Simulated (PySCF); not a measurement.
Computed structure and properties of [OsO3(H2O)2]2+

System: [OsO3(H2O)2]2+ (singlet); start: displaced along the imaginary mode (Cs). Method: PySCF 2.14.0, RKS BP86, Os def2-SVP with ECP60, O def2-SVP, H def2-SVP; non-relativistic Hamiltonian with scalar-relativistic core potentials where named; density fitting; no spin-orbit coupling.

Input of the relaxation:

```python
mol = gto.M(atom='''
Os    -0.00895     0.00000     0.00460
O     -0.88819     0.00000     1.47002
O     -0.93620    -0.00000    -1.43740
O      1.71036    -0.00000     0.03757
O      0.09425     2.06509    -0.06533
H      0.95101     2.57329     0.25000
H     -0.69001     2.67949    -0.20863
O      0.09425    -2.06509    -0.06533
H     -0.69001    -2.67949    -0.20863
H      0.95101    -2.57329     0.25000''',
    basis={'Os': 'def2-SVP', 'O': 'def2-SVP', 'H': 'def2-SVP'},
    ecp={'Os': 'def2-SVP'},
    charge=2, spin=0)
mf = dft.RKS(mol, xc='B88,P86')
mf.grids.atom_grid = (50, 194)
mf = mf.density_fit()  # fitting sets: Os def2-universal-JKFIT, O def2-universal-JKFIT, H def2-universal-JKFIT
mf.conv_tol = 1e-08; mf.max_cycle = 55
mf.kernel(dm0)  # dm0: converged density of the start geometry
# quasi-Newton relaxation in Cartesian coordinates to a largest gradient under 0.00045 Eh/bohr, steps kept in the point group
```

Run from Python with OMP_NUM_THREADS=2; the lines above give its settings. Where DIIS fails, smearing, a level shift and second-order steps follow.
It took 54 s on 2 threads of Arm Neoverse V1, with other jobs on the host, from the converged density of the start.

Course of the relaxation:

| step | energy above end (eV) | largest force component within the symmetry (eV/Å) |
| --- | --- | --- |
| 0 | 0.1045 | 1.535 |
| 1 | 0.0044 | 0.115 |
| 2 | 0.0034 | 0.023 |
| 3 | 0.0026 | 0.047 |
| 4 | 0.0017 | 0.046 |
| 5 | 0.0011 | 0.039 |
| 6 | 0.0004 | 0.045 |
| 7 | 0.0001 | 0.020 |
| 8 | 0.0000 | 0.011 |

Relaxed geometry (Cs):

```xyz
10

Os    0.0284    0.0000    0.0334
O    -0.7723    0.0000    1.5426
O    -0.9502    0.0000   -1.3767
O     1.7460    0.0000    0.0241
O     0.1031    2.0649   -0.0793
H     0.8375    2.6136    0.3119
H    -0.6728    2.6381   -0.3309
O     0.1031   -2.0649   -0.0793
H    -0.6728   -2.6381   -0.3309
H     0.8375   -2.6136    0.3119
```

```tsv
contact	Å
Os1–O2 (O)	1.708
Os1–O3 (O)	1.716
Os1–O4 (O)	1.718
Os1–O5 (H2O)	2.069
Os1–O8 (H2O)	2.069
```

On the finer grid (75, 302):

| Quantity | Value |
| --- | --- |
| HOMO | -19.95 eV |
| LUMO | -17.37 eV |
| Dipole about the centre of mass | 0.23 D |
| Set of Mulliken populations of Os1 outside the core potential | s 2.47, p 6.37, d 5.69, f 0.19 |
| D3(BJ) dispersion energy (not in the energies) | -0.385 eV |

```tsv
atom	Mulliken (e)	Löwdin (e)	spin (e)
Os1	1.28	0.45	0.00
O2	-0.05	0.14	0.00
O3	-0.08	0.12	0.00
O4	-0.09	0.12	0.00
O5	-0.21	0.15	0.00
H6	0.34	0.22	0.00
H7	0.34	0.22	0.00
O8	-0.21	0.15	0.00
H9	0.34	0.22	0.00
H10	0.34	0.22	0.00
```

On the grid (50, 194), as all that follows. Harmonic modes: a minimum; lowest 108 cm⁻¹ (negative: unstable), highest 3518 cm⁻¹, zero-point energy 1.555 eV.

Rigid scan of O along the line from its metal:

(distance to O2 (Å), energy (eV)): (1.41, 4.045), (1.51, 1.454), (1.61, 0.296), (1.71, 0.000), (1.81, 0.205), (1.91, 0.684), (2.11, 1.954)

Taking off one H2O (charge 0, singlet; the rest: singlet) in vacuum, both parts rigid, costs 4.30 eV; the small basis without counterpoise inflates it. Parting with an electron moved from the ligand to the metal can be far cheaper, even downhill.

Rigid scan of H2O along the line from its metal:

```
distance to O5 (Å)  energy (eV)
              1.77        1.123
              1.87        0.413
              1.97        0.086
              2.07        0.000
              2.17        0.062
              2.27        0.210
              2.47        0.619
```

One start shape was tried, so this needn't be the lowest isomer.
